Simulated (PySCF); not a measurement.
# Exercise with solution: chemical shift, span and skew from a shielding tensor

trans-(1S,2S)-1-ethenyl-2-fluorocyclopropane (C₅H₇F), SMILES C=C[C@@H]1C[C@@H]1F. Atoms are numbered in the order given.

```xyz
13

C      2.4470     0.3104     0.4796
C      1.2629    -0.0813     0.0041
C     -0.0295     0.1610     0.6698
C     -1.1062    -0.9159     0.6419
C     -1.2716     0.3184    -0.1583
F     -1.1506     0.2165    -1.5055
H      2.5340     0.8528     1.4263
H      3.3722     0.1027    -0.0630
H      1.2144    -0.6162    -0.9509
H      0.0219     0.7757     1.5743
H     -0.8672    -1.8244     0.0822
H     -1.7238    -1.0677     1.5305
H     -2.0116     1.0730     0.1280
```

Coordinates come from a PBE0-D3(BJ)/def2-SVP optimisation. Other conformers were not sampled.

GIAO shieldings from HF/pcSseg-1 in PySCF, non-relativistic, no solvent. The symmetric part of the tensor of C5 has the principal values 80.7, 104.7, 201.6 ppm. The same nucleus in TMS has σ = 192.6 ppm at this level (PySCF, at its B3LYP-D3(BJ)/def2-TZVP geometry).

Problem. Work out the isotropic shielding, the ¹³C shift against TMS, the span and the skew.

Solution. 
σ(iso) = (σ11 + σ22 + σ33)/3 = 129.0 ppm. δ = σ(ref) − σ(iso) = 192.6 − (129.0) = 63.6 ppm.
Span Ω = σ33 − σ11 = 120.9 ppm. Skew κ = 3(σ(iso) − σ22)/Ω = 0.60. Tumbling in solution averages the tensor to δ; in a static solid the shielding alone would spread this spin-1/2 line over Ω.
